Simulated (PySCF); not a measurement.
CH₅F₃Si₂, SMILES [SiH2](F)C([SiH3])(F)F. Geometry: TPSSh-D3(BJ)/def2-SVP. This is a generated structure with no PubChem entry under its InChIKey; it may be hypothetical. One conformer was computed; it need not be the lowest.

Computed equilibrium geometry at TPSSh-D3(BJ)/def2-SVP (PySCF confirms it by a frequency run) as bond lengths and angles (one conformer of several):
Atoms: F1 Si2 C3 F4 F5 Si6 H7 H8 H9 H10 H11. Bond lengths (Å): F1–Si2 1.625, Si2–C3 1.917, Si2–H7 1.481, Si2–H8 1.481, C3–F4 1.393, C3–F5 1.393, C3–Si6 1.931, Si6–H9 1.486, Si6–H10 1.482, Si6–H11 1.486. Bond angles (°): F1–Si2–C3 109.2, F1–Si2–H7 109.0, F1–Si2–H8 108.9, C3–Si2–H7 108.7, C3–Si2–H8 108.7, H7–Si2–H8 112.3, Si2–C3–F4 108.0, Si2–C3–F5 108.0, Si2–C3–Si6 119.2, F4–C3–F5 106.9, F4–C3–Si6 107.1, F5–C3–Si6 107.1, C3–Si6–H9 108.7, C3–Si6–H10 107.4, C3–Si6–H11 108.7, H9–Si6–H10 111.0, H9–Si6–H11 109.9, H10–Si6–H11 111.0.
